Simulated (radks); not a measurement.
Effect of the nuclear size on neutral barium, [Xe] 6s2. All-electron calculation, Dirac Kohn-Sham, exchange-only LDA, spin-unpolarised, spherical densities, finite nucleus; Fermi nuclear charge, rms radius 4.8378 fm. Program: a radial shooting solver on a logarithmic mesh with Libxc functionals. The rms radius is varied about that value; shifts are against it.

| rms radius (fm) | total energy shift (eV) | density at nucleus (e/bohr^3) | 1s1/2 shift (meV) | 2s1/2 shift (meV) | 4p1/2 shift (meV) | 5s1/2 shift (meV) | 5p1/2 shift (meV) |
|---|---|---|---|---|---|---|---|
| 4.1702 | -2.15 | 3.308e+05 | -896 | -108 | 0.424 | -0.671 | 0.166 |
| 4.562 | -0.920 | 3.251e+05 | -383 | -46.0 | 0.181 | -0.287 | 0.071 |
| 4.8378 | 0 | 3.214e+05 | 0.000 | 0.000 | 0.000 | 0.000 | 0.000 |
| 5.1136 | 0.964 | 3.18e+05 | 402 | 48.2 | -0.190 | 0.301 | -0.074 |
| 5.7521 | 3.36 | 3.109e+05 | 1400 | 168 | -0.662 | 1.05 | -0.258 |

Slopes of the eigenvalues against <r^2> in GHz/fm^2, as finite differences over the two radii next to the reference (eigenvalue slopes, not the field-shift constants of lines): 1s1/2 35600, 2s1/2 4270, 4p1/2 -16.8, 5s1/2 26.6, 5p1/2 -6.57.
